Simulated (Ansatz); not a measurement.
Ansatz (an electronic-structure program) input (CCSD(T)/aug-cc-pV(D+d)Z):
A basis named .json is the Basis Set Exchange file of that set.

Ansatz 0.2 input:
```yaml
crystal:
  periodic: [false, false, false]
  atoms:
    - {symbol: Al, position_ang: [0.16058900, -0.13388543, 0.12686886]}
    - {symbol: C, position_ang: [1.81456051, -0.03616531, -0.84181887]}
    - {symbol: H, position_ang: [2.59234160, -0.61296388, -0.33775750]}
    - {symbol: H, position_ang: [2.17174867, 0.99389077, -0.92711551]}
    - {symbol: H, position_ang: [1.71289995, -0.43551091, -1.85476638]}
    - {symbol: C, position_ang: [-0.79727111, -0.81196395, 1.64549996]}
    - {symbol: H, position_ang: [-1.64511756, -1.43295094, 1.34316572]}
    - {symbol: H, position_ang: [-1.18626884, -0.00354927, 2.27081659]}
    - {symbol: H, position_ang: [-0.14621873, -1.42640506, 2.27024856]}
    - {symbol: O, position_ang: [-1.09573565, 0.91353108, -0.86565535]}
    - {symbol: H, position_ang: [-0.90078373, 1.38609555, -1.69025210]}
    - {symbol: H, position_ang: [-2.02410954, 1.05243137, -0.62047814]}
basis:
  gaussian:
    orbitals: aug-cc-pV_D+d_Z.json
total_charge: 1
magnetization: {spin_polarized: false}
correlation: {method: ccsd_t, electrons: outside_noble_gas}
output: {forces: true}
```

End of the output:

```
8 core orbitals not correlated
reference -10803.51580902 eV, -397.0218830955 hartree; 12, 12 occupied and 153, 153 virtual orbitals, 1705 factors
densities: 3.78 GiB planned
second order -15.56078656 eV of doubles, -0.00000000 eV of singles
coupled cluster: 1.86 GiB planned
cycle   1  -16.40893257 eV  change   -8.5e-1 eV  update   7.9e-2
cycle   2  -16.79122057 eV  change   -3.8e-1 eV  update   2.3e-2
cycle   3  -16.85748509 eV  change   -6.6e-2 eV  update   9.5e-3
cycle   4  -16.85546274 eV  change    2.0e-3 eV  update   2.3e-3
cycle   5  -16.85512377 eV  change    3.4e-4 eV  update   7.5e-4
cycle   6  -16.85504446 eV  change    7.9e-5 eV  update   2.3e-4
cycle   7  -16.85496051 eV  change    8.4e-5 eV  update   8.1e-5
cycle   8  -16.85495569 eV  change    4.8e-6 eV  update   2.7e-5
cycle   9  -16.85495672 eV  change   -1.0e-6 eV  update   8.8e-6
perturbative correction -0.47495511 eV, -0.0174542784 hartree
the calculation of the forces begins
Total energy: -10820.84572086 eV, -397.6587456088 hartree
Atom 0 at     0.160589    -0.133885     0.126869 Å, force     0.034774    -0.028991     0.027472 eV/Å
Atom 1 at     1.814561    -0.036165    -0.841819 Å, force    -0.236702    -0.013286     0.137553 eV/Å
Atom 2 at     2.592342    -0.612964    -0.337757 Å, force     0.356839    -0.257522     0.220306 eV/Å
Atom 3 at     2.171749     0.993891    -0.927116 Å, force     0.164941     0.467274    -0.042855 eV/Å
Atom 4 at     1.712900    -0.435511    -1.854766 Å, force    -0.042466    -0.178840    -0.462169 eV/Å
Atom 5 at    -0.797271    -0.811964     1.645500 Å, force     0.135844     0.097373    -0.217233 eV/Å
Atom 6 at    -1.645118    -1.432951     1.343166 Å, force    -0.387851    -0.281431    -0.133249 eV/Å
Atom 7 at    -1.186269    -0.003549     2.270817 Å, force    -0.180444     0.364684     0.286065 eV/Å
Atom 8 at    -0.146219    -1.426405     2.270249 Å, force     0.286125    -0.278527     0.287650 eV/Å
Atom 9 at    -1.095736     0.913531    -0.865655 Å, force    -0.019652     0.016384    -0.015526 eV/Å
Atom 10 at    -0.900784     1.386096    -1.690252 Å, force    -0.050983     0.047843    -0.048502 eV/Å
Atom 11 at    -2.024110     1.052431    -0.620478 Å, force    -0.060424     0.045039    -0.039512 eV/Å
Dipole moment:    -0.540631     0.450732    -0.427110 e Å
```

It need not be the lowest isomer of its formula.
